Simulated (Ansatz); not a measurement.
`C=C(F)B[SiH3]` + CH₃SH → `CSB[SiH3]` + `C=CF`  (ligand exchange at a B–C bond)

Isolated molecules relaxed with PBE0-D4/def2-TZVP in Ansatz; ΔE leaves out vibrations. CCSD(T)/CBS is the MP2 limit (def2-TZVPP, def2-QZVPP) plus CCSD(T) − MP2 in def2-TZVPP, frozen cores. This one scheme is used for every species. Functionals use def2-TZVPP. B3LYP here is the variant with VWN-RPA as its local correlation; programs differ in this. Each species was taken in one conformer, which may not be the lowest.

`C=C(F)B[SiH3]`:

Z-matrix (Å, degrees):
```
Si
B 1 2.014
H 1 1.488 2 113.1
H 1 1.491 2 109.8 3 -121.0
H 1 1.491 2 109.6 3 120.8
C 2 1.535 1 121.4 3 179.5
H 2 1.195 1 123.0 3 -0.6
F 6 1.354 2 118.1 1 -0.1
C 6 1.335 2 124.3 1 179.9
H 9 1.081 6 119.0 2 0.0
H 9 1.085 6 122.1 2 -180.0
```

CH₃SH:

```xyz
6

C     0.301   -0.064    0.383
S    -0.129    0.012   -1.370
H     0.147    0.895    0.874
H     1.363   -0.309    0.424
H    -0.255   -0.847    0.898
H    -1.427    0.313   -1.209
```

`CSB[SiH3]`:

Z-matrix (Å, degrees):
```
C
S 1 1.810
H 1 1.090 2 108.9
H 1 1.090 2 108.9 3 -118.8
H 1 1.088 2 109.9 3 120.6
B 2 1.746 1 106.9 3 -120.5
Si 6 2.008 2 118.0 1 -180.0
H 6 1.196 2 119.5 1 -0.0
H 7 1.489 6 112.9 2 -0.1
H 7 1.491 6 110.0 2 -121.0
H 7 1.491 6 110.0 2 120.9
```

`C=CF`:

Z-matrix (Å, degrees):
```
C
C 1 1.316
H 1 1.081 2 119.2
H 1 1.082 2 121.6 3 -180.0
F 2 1.336 1 122.3 3 180.0
H 2 1.084 1 125.7 3 0.0
```

(1) Is it downhill or uphill in electronic energy at CCSD(T)/CBS, and by how much? (An estimate is asked.)

(2) What do these levels give: r2SCAN0-D4, B3LYP, BHLYP, LC-ωPBE, RPA@PBE/def2-TZVPP, HF/def2-QZVPP? (Estimate.)

Largest T1 diagnostic among the species: 0.015.

## Answers

(1) Computed: Downhill: ΔE = -87.2 kJ/mol.

(2) Computed: r2SCAN0-D4 -89.2, B3LYP -82.7, BHLYP -79.6, LC-ωPBE -87.8, RPA@PBE/def2-TZVPP -82.2, HF/def2-QZVPP -71.2 kJ/mol.

From BLYP to BHLYP (50 % exact exchange), in def2-TZVPP and without D4, ΔE moves by +3.8 kJ/mol. At CCSD(T), def2-SVP lies −3.5 kJ/mol from the extrapolated value and def2-TZVPP +0.2 kJ/mol.
